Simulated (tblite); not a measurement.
C3H10BNO2.
Geometry (GFN2-xTB, Å), atoms numbered from 1 in this order:
```xyz
17
C3H10BNO2 angstrom
C     -0.4416    1.9190    0.7584
O     -0.9174    0.6735    0.2992
B     -0.1254   -0.2539   -0.2926
C      1.4576   -0.0732   -0.5514
N      2.1872    0.1814    0.7010
O     -0.6647   -1.4246   -0.6962
C     -2.0356   -1.7334   -0.5558
H     -0.4359    2.6376   -0.0657
H     -1.1282    2.2662    1.5320
H      0.5678    1.8259    1.1619
H      1.8430   -0.9536   -1.0858
H      1.6341    0.7925   -1.1980
H      2.0237   -0.5842    1.3470
H      3.1862    0.2099    0.5176
H     -2.5253   -1.0467    0.1350
H     -2.1150   -2.7564   -0.1835
H     -2.5176   -1.6680   -1.5341
```

All values are computed: GFN2-xTB (tblite) harmonic vibrations without scaling, gas phase. The method is semi-empirical: single wavenumbers can be off by several per cent or more. One conformer, not necessarily the lowest. The optimisation stopped once no atom felt more than 0.01 eV/Å.

Lowest wavenumbers of the output (negative numbers stand for imaginary wavenumbers):
```
mode    cm-1
  1     -31.4
  2      59.4
  3     112.9
  4     142.1
  5     173.6
  6     187.3
  7     204.0
  8     251.2
  9     309.2
 10     376.3
```

Q: Is this structure a minimum?

A: Not by this Hessian. 1 mode is imaginary beyond 20i (31i cm⁻¹), so at this level the point lies at or near a first-order saddle. The curvature is small, so loose convergence or finite differences may be the whole cause.

Q: Which atoms move in the imaginary mode?

A: 31i: H17 (methyl hydrogen) 36 %, H15 (methyl hydrogen) 32 %, H16 (methyl hydrogen) 29 %. These are shares of the mass-weighted motion.

Q: What is the remedy?

A: Step along that mode in both directions, optimise again with tighter thresholds and repeat the frequencies. The zero-point energy of this point (87.9 kcal/mol) counts the 44 real modes alone, and thermal corrections from it aren't those of a minimum.

Time: 0.45 s. Hardware: an Arm Neoverse V1 with one thread, no GPU, on a shared host. The figure is for the frequency step alone.
